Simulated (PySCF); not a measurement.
**Mayer bond orders and bond lengths**

Compound: SiF₄.
SMILES with atom numbers: `[F:1][Si:2]([F:3])([F:4])[F:5]`

Cartesian coordinates in Å at the PBE0-D3(BJ)/def2-SVP level; atoms count from 1:
```xyz
5
SiF4 angstrom
F      1.565   -0.278    0.214
Si     0.018   -0.021   -0.019
F     -0.231    1.529   -0.236
F     -0.798   -0.515    1.247
F     -0.463   -0.819   -1.303
```

Bond orders from the PBE0/pcSseg-1 density (PySCF). Geometry: PBE0-D3(BJ)/def2-SVP; no solvent, vibrations or thermal averaging.

Where do the orders between heavy atoms depart from those drawn in the SMILES?

The largest departure is 0.005, at F1–Si2 (drawn single, 0.995), Si2–F3 (drawn single, 0.995), Si2–F4 (drawn single, 0.995) and Si2–F5 (drawn single, 0.995).

Set the Mayer orders of the bonds beside their lengths.

```
  bond  drawn as  length (Å)  Mayer order
F1–Si2    single       1.586        0.995
Si2–F3    single       1.586        0.995
Si2–F4    single       1.586        0.995
Si2–F5    single       1.586        0.995
```

Sum the orders of all bonds at each heavy atom with more than one neighbour and set the sums beside the valence in the SMILES.

Si2 3.980 (drawn 4). Orders between atoms that aren't bonded are not in these sums.

The Mayer order sums products of elements of PS (density times overlap matrix) between the two atoms' basis functions, so it depends on the basis set.

The run behind these numbers computed NMR shieldings as well. On an Arm Neoverse N1 with one thread, no GPU, shared host with 64 logical CPUs at a one-minute load of 62, this took 6.7 s wall and 0.40 GiB of memory at its peak.
